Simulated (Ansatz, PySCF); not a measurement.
C3H14GeN2Si (SMILES [CH3][Ge]([CH3])([CH3])[NH][SiH2]N), singlet, at a GFN2-xTB geometry, with bond 14-5 at 2.4 times its length. Base run: CASSCF(4,4)/STO-3G (PySCF).

Input for PySCF:
```python
from pyscf import gto, scf, mcscf
import numpy

mol = gto.Mole()
mol.atom = '''
    Si    2.22870096   -0.55429444    0.44705102
    N     2.93686564    0.26020313   -0.89668607
    N     0.56926568   -1.00993609    0.22111774
    Ge   -0.89677570    0.08411917    0.01535858
    C    -0.44704900    1.42978765   -1.37148335
    C    -1.32900885    0.99736622    1.73346194
    C    -2.39317179   -1.08956042   -0.56311929
    H     2.41497115    0.38332946    1.56076167
    H     2.94840369   -1.81775896    0.60612389
    H     2.66637433    1.21436824   -1.07232344
    H     2.98015301   -0.23628832   -1.77262568
    H     0.33317094   -1.90454157    0.62054243
    H    -1.33405233    1.98674866   -1.66122326
    H     1.31500050    3.13001867   -0.47727549
    H    -0.04297954    0.94964071   -2.25754800
    H    -1.60320784    0.27650476    2.49828332
    H    -2.15895984    1.68474735    1.60020326
    H    -0.47146651    1.56053614    2.08985249
    H    -2.13791622   -1.61426381   -1.47905971
    H    -3.28730250   -0.50125152   -0.74629928
    H    -2.62685912   -1.82910979    0.19784227
'''
mol.basis = 'sto-3g'
mol.verbose = 4
mol.build()

mf = scf.RHF(mol)
mf.kernel()
mc = mcscf.CASSCF(mf, 4, 4)
mc.fix_spin_(ss=0.0)
mc.kernel()
occ = numpy.linalg.eigvalsh(mc.fcisolver.make_rdm1(mc.ci, mc.ncas, mc.nelecas))[::-1]
ss = mc.fcisolver.spin_square(mc.ci, mc.ncas, mc.nelecas)[0]
print('natural occupations', occ.round(4), ' <S^2>', round(ss, 4))
```

Programs used: Ansatz (a quantum-chemistry and plane-wave program), PySCF; a row that names a program was run with it.

Variants of this job, named by their change:

```json
[
 {"change": "base", "ΔE vs base (mEh)": "0.000", "natural occupations": "1.98 1.31 0.69 0.02", "<S^2> of the state": "0.00"},
 {"change": "active space = 6 electrons, 5 orbitals", "ΔE vs base (mEh)": "0.037", "natural occupations": "2.00 1.99 1.31 0.69 0.02", "<S^2> of the state": "0.00"},
 {"change": "correction = SC-NEVPT2", "ΔE vs base (mEh)": "-300.6", "natural occupations": "1.98 1.31 0.69 0.02", "<S^2> of the state": "0.00"},
 {"change": "orbitals = fixed (CASCI); correction = SC-NEVPT2", "ΔE vs base (mEh)": "-299.7", "natural occupations": "2.00 1.33 0.67 0.00", "<S^2> of the state": "0.00"},
 {"change": "code = ansatz; correction = SC-NEVPT2, all electrons", "ΔE vs base (mEh)": "-304.0", "natural occupations": "-", "<S^2> of the state": "-"},
 {"change": "active space = 8 electrons, 6 orbitals", "ΔE vs base (mEh)": "-0.754", "natural occupations": "2.00 2.00 1.98 1.31 0.69 0.02", "<S^2> of the state": "0.00"},
 {"change": "solver = newton", "ΔE vs base (mEh)": "0.000", "natural occupations": "1.98 1.31 0.69 0.02", "<S^2> of the state": "0.00"},
 {"change": "code = ansatz", "ΔE vs base (mEh)": "-3.582", "natural occupations": "-", "<S^2> of the state": "-"},
 {"change": "orbitals = fixed (CASCI)", "ΔE vs base (mEh)": "25.047", "natural occupations": "2.00 1.33 0.67 0.00", "<S^2> of the state": "0.00"},
 {"change": "conv_tol = 1e-5", "ΔE vs base (mEh)": "0.002", "natural occupations": "1.98 1.31 0.69 0.02", "<S^2> of the state": "0.00"},
 {"change": "state_average = 2 states", "ΔE vs base (mEh)": "2.661", "natural occupations": "-", "<S^2> of the state": "-"}
]
```

Active orbitals are taken around the Fermi level unless the row says otherwise; CASSCF can end in different local minima, and two programs can end on different orbitals. State-averaged rows give the lowest state.
